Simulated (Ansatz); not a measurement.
Consider the redistribution: `[SiH3][O][AlH][Br]` + `C[SiH2]CC=S` → `[SiH3][SiH2]CC=S` + `C[O][AlH][Br]`.

Program: Ansatz. Geometries: PBE0-D4/def2-TZVP. ΔE: electronic, gas phase. CCSD(T)/CBS is the MP2 limit (def2-TZVPP, def2-QZVPP) plus CCSD(T) − MP2 in def2-TZVPP, frozen cores. Functionals use def2-TZVPP. B3LYP here is the variant with VWN-RPA as its local correlation; programs differ in this. For Br outer-core shells are correlated without core-valence functions, which leaves a few kJ/mol of doubt a bond. Scalar relativity is left out up to krypton. Each species was taken in one conformer, which may not be the lowest.

| level | ΔE (kJ/mol) | difference from CCSD(T)/CBS |
| --- | --- | --- |
| r2SCAN-D4 | 198.1 | -7.8 |
| B3LYP-D4 | 196.1 | -9.8 |
| ωB97M-V | 205.4 | -0.5 |
| B2PLYP | 207.2 | 1.3 |
| PBE | 175.9 | -30.0 |
| r2SCAN | 198.6 | -7.3 |
| PBE0 | 187.4 | -18.5 |
| B3LYP | 200.3 | -5.6 |
| MP2/def2-TZVPP | 216.6 | 10.7 |
| SCS-MP2/def2-TZVPP | 215.0 | 9.1 |
| CCSD/def2-TZVPP | 207.3 | 1.4 |
| CCSD(T)/def2-TZVPP | 203.3 | -2.6 |
| HF/def2-QZVPP | 226.1 | 20.2 |
| MP2/def2-QZVPP | 219.0 | 13.1 |
| SCS-MP2/def2-QZVPP | 217.6 | 11.7 |
| HF/CBS(def2) | 226.4 | 20.5 |
| CCSD(T)/CBS | 205.9 | 0 |

Largest T1 diagnostic among the species: 0.016.

From PBE to PBE0 (25 % exact exchange), in def2-TZVPP and without D4, ΔE moves by +11.4 kJ/mol. The D4 term adds −4.2 kJ/mol with B3LYP and −2.3 kJ/mol with PBE0; it sums over pairs of atoms, weighted by their polarisabilities, and B3LYP, whose exchange is more repulsive, gets the larger term. In def2-TZVPP, CCSD(T) changes the Hartree–Fock value by −20.1 kJ/mol (the triples alone add −4.0 kJ/mol) and MP2 by −6.8 kJ/mol.
